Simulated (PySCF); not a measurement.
Species: BH9Si2Sn.
Geometry (PBE0-D3(BJ)/def2-SVP, Å), atoms numbered from 1 in this order:
```xyz
13
BH9Si2Sn angstrom
B     -0.6316    1.8871    0.9292
Si    -0.4502    0.5087   -0.4763
Si    -1.5752   -1.5107   -0.1119
Sn     2.0563   -0.0446   -0.0710
H     -0.5290    3.0653    0.6826
H     -0.7347    1.5433    2.0837
H     -0.5496    0.9680   -1.8984
H     -1.1195   -2.5498   -1.0860
H     -3.0560   -1.3505   -0.2461
H     -1.2628   -1.9779    1.2742
H      2.2749   -0.7022    1.4962
H      2.5499   -1.2022   -1.2362
H      3.0362    1.3526   -0.2305
```

The calculation used PySCF 2.14.0, PBE0-D3(BJ)/def2-SVP geometry optimisation, gas phase, def2 core potentials past Kr.

Which atoms are bound to Sn4, and at what distances?

4 atoms: H11 1.714 Å, H13 1.714 Å, H12 1.715 Å, Si2 2.599 Å. The nearest atom not counted as bound is H7, at 3.34 Å.

List the angles at Sn4.

```csv
angle,degrees,distance of the outer atoms (Å)
Si2–Sn4–H13,111.3,3.60
Si2–Sn4–H11,110.3,3.58
H11–Sn4–H12,109.0,2.79
H11–Sn4–H13,109.0,2.79
H12–Sn4–H13,108.8,2.79
Si2–Sn4–H12,108.4,3.54
```

What is the shape at Sn4?

Tetrahedral: angles from 108.4° to 111.3°; τ4 = (360° − α − β)/141° = 0.98 with α and β the two widest (0 for a square, 1 for a tetrahedron).

What are the other bond lengths?

B1–Si2 1.977 Å; Si2–Si3 2.340 Å; B1–H5, B1–H6 1.209 Å; Si2–H7 1.498 Å; Si3–H8, Si3–H9, Si3–H10 1.496 Å.

Give some angles away from the centre.

B1–Si2–Si3 116.5°, B1–Si2–Sn4 97.2°, Si3–Si2–Sn4 104.8°.

What are the rotational constants (commonest isotopes, rigid rotor)?

A = 3152, B = 1042, C = 854.0 MHz: an asymmetric top.

Point group: C1 (no symmetry element, even within 0.4 Å). Charge 0, singlet. Whether it is a minimum is left open (no frequencies).

One conformer stands for the species.
